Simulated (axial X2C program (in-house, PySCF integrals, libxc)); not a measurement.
**Spin–orbit effects down a group: molecules with Se (ions), PBE0**

All values come from calculations with an in-house all-electron X2C program for linear molecules (integrals from PySCF), spin-free (one-electron X2C) or two-component (2c: spin–orbit coupling with atomic mean-field Coulomb and Gaunt terms, which also bring small scalar terms), in Dyall basis sets with cores contracted in-house; open shells are unrestricted.

Basis sets: N dyall-av3z, P dyall-av3z, Sb dyall-acv3z, Se dyall-acv3z.

| molecule | spin-free state | Re (Å) | ωe (cm⁻¹) | De (eV) | 2c state | Re 2c (Å) | ωe 2c (cm⁻¹) | De 2c (eV) |
| --- | --- | --- | --- | --- | --- | --- | --- | --- |
| SeN⁻ | M_S = 1, Λ = 0 | 1.742 | 773.9 | 3.42 | Ω = 1 | 1.742 | 772.7 | 3.38 |
| PSe⁻ | M_S = 1, Λ = 0 | 2.143 | 473.9 | 3.57 | Ω = 1 | 2.143 | 472.9 | 3.54 |
| SbSe⁻ | M_S = 1, Λ = 0 | 2.435 | 283.7 | 3.10 | Ω = 1 | 2.438 | 281.7 | 3.01 |

Q: Work out the shifts from the spin-free to the two-component result.

A: 

| molecule | 2c state | ΔRe (Å) | Δωe (cm⁻¹) | ΔDe (eV) |
| --- | --- | --- | --- | --- |
| SeN⁻ | Ω = 1 | 0.000 | -1.2 | -0.04 |
| PSe⁻ | Ω = 1 | 0.000 | -1.0 | -0.03 |
| SbSe⁻ | Ω = 1 | 0.003 | -2.0 | -0.09 |

Shifts of one unit in the last digit are rounding.

Fragments in 2c: Se- + N, Se- + P, Sb + Se-. Each entry is the lowest single determinant of a limited PBE0 search at one distance. De goes to single-determinant-based atoms at the same level (for ions the charge split of lowest energy) and is withheld (n/a) where an atom does not fit its ground term or J level. Main or longest-lived isotopes. One determinant is a doubtful description, or other states lie close, for SeN⁻, PSe⁻, SbSe⁻; these need not be ground states, and all values refer to the states named. Some open-shell Ω = 0 determinants are out of reach, so the Ω given for SeN⁻, PSe⁻, SbSe⁻ need not be the lowest component. With several unpaired electrons the Ω given is that of one determinant, not necessarily of the lowest component. The functionals have no current term, which raises determinants with orbital currents.
